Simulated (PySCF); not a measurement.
Harmonic spectrum computed at PBE0 in the def2-TZVP basis family (core potentials from Rb on, PySCF, no spin–orbit coupling):

| ω (cm⁻¹) | IR (km/mol) |
| --- | --- |
| 387 | 18.0 |
| 451 | 71.2 |
| 1951 | 152 |

Q: Which molecule gave it? In each, all ligands are bound to the one heavy central atom.
A. RuHCl (quintet)
B. WHCl (quintet)
C. ZrHCl (triplet)
D. TaHCl (quartet)

A: B. It has Cs symmetry with W–Cl 2.262 Å, W–H 1.718 Å.
